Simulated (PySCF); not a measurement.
# GaO₂ + 2 HBr → Ga(OH)₂ + Br₂

Level: PBE0 in the def2-TZVP basis family, all electrons, no relativity, computed in PySCF with density fitting; open shells unrestricted.

```json
{"species": "GaO₂", "state and structure": "doublet, D∞h, Ga–O 1.686 Å (×2)", "E (Eh)": "-2074.86037", "ZPE (kJ/mol)": "9.9", "H(298 K) − H(0) (kJ/mol)": "12.5", "S° (J/(mol K))": "255.3"}
{"species": "HBr", "state and structure": "singlet, C∞v, H–Br 1.421 Å", "E (Eh)": "-2574.45811", "ZPE (kJ/mol)": "16.0", "H(298 K) − H(0) (kJ/mol)": "8.7", "S° (J/(mol K))": "198.5"}
{"species": "Ga(OH)₂", "state and structure": "doublet, C2v, Ga–O 1.797 Å (×2), O–H 0.960 Å (×2); Ga–O–H 113.7° (×2), O–Ga–O 113.5°", "E (Eh)": "-2076.18521", "ZPE (kJ/mol)": "68.9", "H(298 K) − H(0) (kJ/mol)": "14.7", "S° (J/(mol K))": "291.3"}
{"species": "Br₂", "state and structure": "singlet, D∞h, Br–Br 2.281 Å", "E (Eh)": "-5147.70672", "ZPE (kJ/mol)": "2.0", "H(298 K) − H(0) (kJ/mol)": "9.7", "S° (J/(mol K))": "244.8"}
```

(1) What is the electronic reaction energy?

(2) Add zero-point, thermal and entropy terms for 298.15 K and 1 bar.

## Answers

(1) At PBE0/def2-TZVP, ΔE = -302.8 kJ/mol from the differences of the total energies times 2625.5, downhill. 

(2) ΔZPE = 29.0 and Δ[H(298) − H(0)] = -5.5 kJ/mol give ΔH° = -279.3 kJ/mol. ΔS° = -116.2 J/(mol K), so ΔG° = -279.3 − 298.15 × (-0.1162) = -245 kJ/mol. ΔG° would change sign near 2400 K if ΔH° and ΔS° stayed fixed.

The structures come from searches over a few start shapes, so lower isomers are not excluded.
